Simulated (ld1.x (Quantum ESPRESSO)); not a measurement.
**Varying the TM semilocal potential for N (Z = 7)**

Base potential:

```
Element                 : nitrogen
Generator               : ld1.x (Quantum ESPRESSO) 7.5
Type                    : norm-conserving Troullier–Martins (semilocal form)
Functional              : LDA (PZ)
Relativity              : non-relativistic
Frozen core             : [He]
Valence charge          : 5
Reference configuration : 2s2 2p2 (charge +1)
Partial waves           : 2p (bound): rc 1.45 bohr; 2s (bound): rc 0.90 bohr
Local potential         : the s channel
Core correction         : none
```

Cutoffs, loose and tight: the cutoffs (Ry, on a coarse ladder) from which the occupation-weighted sum of valence levels, in a spherical-Bessel basis at the reference potential, stays within 10 and 1 mRy of its value at 400 Ry. They do not see the model core or the augmentation charge, which bear on the density cutoff. Test errors are all-electron minus pseudo excitation energies from the reference, over the configurations 2s2 2p3; 2s2 2p1; 2s2 2p0; 2s0 2p5; 2s2 2p3.3; 2s1 2p3; 2s2 2p2.5 (two spin-polarised tests are not counted in the largest error). A dash means not determined; rows that change the core or the reference have their own tests.

In the semilocal form every listed channel keeps its own potential, so the choice of the local channel does not act on these tests. It acts once the file is put into the separable form.

A semilocal file is local in each channel, so a ghost entry of none says nothing of the separable form that plane-wave codes build from it.

```csv
change,outcome,"cutoff, loose","cutoff, tight",bound ghosts,largest test error (meV)
base,generated,60 Ry,140 Ry,none,+446
functional PBE,generated,60 Ry,140 Ry,none,+449
"all radii scaled by about 1.18 (s 1.06, p 1.72 bohr)",generated,50 Ry,120 Ry,none,+755
reference 2s2 2p3,generated,60 Ry,140 Ry,none,+618
wave 2s (bound): rc 0.90 bohr becomes 2s (bound): rc 1.22 bohr,generated,55 Ry,100 Ry,none,+502
"form changed from semilocal to separable (Kleinman–Bylander), still TM; local potential all-electron potential smoothed inside 0.95 bohr (lloc = -2)",generated,60 Ry,140 Ry,none,+450
wave 2p (bound): rc 1.45 bohr becomes 2p (bound): rc 1.16 bohr,generated,80 Ry,140 Ry,none,+276
scalar-relativistic,generated,60 Ry,140 Ry,none,+444
"type PAW, which also changes the form from semilocal to separable; waves now 2s (bound): rcut 0.80, rcutus 0.90 bohr; 2s channel at -1.7 Ry: rcut 0.80, rcutus 0.90 bohr; 2p (bound): rcut 1.25, rcutus 1.45 bohr; 2p channel at -1.25 Ry: rcut 1.25, rcutus 1.45 bohr; local potential all-electron potential smoothed inside 1.30 bohr (lloc = -1); core correction a·sin(br)/r model core, default radius (ld1.x builds one for every PAW set, though the input has nlcc=.false.); augmentation BESSEL, radius 0.80 bohr",generated,35 Ry,55 Ry,none,+3.6
wave 2s (bound): rc 0.90 bohr becomes 2s (bound): rc 0.88 bohr,generated,60 Ry,140 Ry,none,+446
```

(1) What comes out with this change to the base: all radii scaled by about 1.05 (s 0.94, p 1.52 bohr)?

(2) What comes out with this change to the base: core correction a·sin(br)/r model core inside 0.52 bohr?

## Answers

(1) outcome: generated; cutoff, loose: 55 Ry; cutoff, tight: 140 Ry; bound ghosts: none; largest test error (meV): +512.

(2) outcome: generated; cutoff, loose: 60 Ry; cutoff, tight: 140 Ry; bound ghosts: none; largest test error (meV): +340.
